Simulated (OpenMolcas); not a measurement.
Rh3+ (d6) in a complex was computed by SS-CASPT2, IPEA 0.25 Eh, imaginary shift 0.1 Eh with the d shell active (OpenMolcas, ANO-RCC-VDZP on the metal). Its lowest spin-free states, and all those of the highest spin:

```json
{"2S+1": "3", "Degeneracy": "3", "E (cm-1)": "0"}
{"2S+1": "5", "Degeneracy": "2", "E (cm-1)": "540"}
{"2S+1": "1", "Degeneracy": "2", "E (cm-1)": "2830"}
{"2S+1": "1", "Degeneracy": "3", "E (cm-1)": "2930"}
{"2S+1": "1", "Degeneracy": "1", "E (cm-1)": "4890"}
{"2S+1": "3", "Degeneracy": "3", "E (cm-1)": "5050"}
{"2S+1": "3", "Degeneracy": "3", "E (cm-1)": "5930"}
{"2S+1": "3", "Degeneracy": "2", "E (cm-1)": "7170"}
{"2S+1": "3", "Degeneracy": "1", "E (cm-1)": "7950"}
{"2S+1": "1", "Degeneracy": "3", "E (cm-1)": "7950"}
{"2S+1": "3", "Degeneracy": "1", "E (cm-1)": "8130"}
{"2S+1": "1", "Degeneracy": "1", "E (cm-1)": "9030"}
{"2S+1": "5", "Degeneracy": "3", "E (cm-1)": "9750"}
```

Problem. Is the site octahedral, tetrahedral or cube-like, axial, or of lower symmetry?

Solution. The states with 2S+1 = 5 have orbital degeneracies 2, 3. Threefold states need a cubic site. For d6 at this spin an octahedron puts the threefold T2 below the twofold E and a tetrahedron or cube puts the twofold E below the threefold T2, so the site is a tetrahedron or a cube, which this pattern cannot tell apart. The first gap at this spin, 9210 cm-1, is |10Dq| in ligand-field theory. The run had Rh3+ with 4 ligands (chloride) in tetrahedral coordination (Td) at 2.29 Å. A charge of +0.25 e stands 2.4 Å behind each ligand. Ligand basis ANO-RCC-VDZP.

Roots that are degenerate in the reference are averaged as groups; the widest CASPT2 spread within a group is 1300 cm-1 (the 3-fold group of multiplicity 1 near 38400 cm-1 above the lowest state of its run). Shifts and gaps below about the spread of the groups concerned are not significant. Over all roots computed the reference weight is 0.66 to 0.72; the roots of lowest weight are the least certain, and an intruder state may touch them. Spin-orbit coupling mixes the spin-free states strongly: the lowest level takes only 63 % from its leading state, 3T1. This shell can be high or low spin here, a state of another spin lies low, and with metal d orbitals alone active their balance is uncertain, so the ground spin may be wrong, although the usual error favours high spin. The least metal-like active orbital is 75 % on the metal (Löwdin) and no ligand orbital is active, so the numbers are rough. Ligand-to-metal charge-transfer states are missing. With no ligand orbital active B as a rule stays too high, so bands that hang on it stand too high and its fall with covalency is understated. With one d shell and no ligand orbital active, 10Dq can be off by a tenth or more. No measured value stands beside these numbers; the geometry is a model, was not optimised and need not be the one that this ion takes.
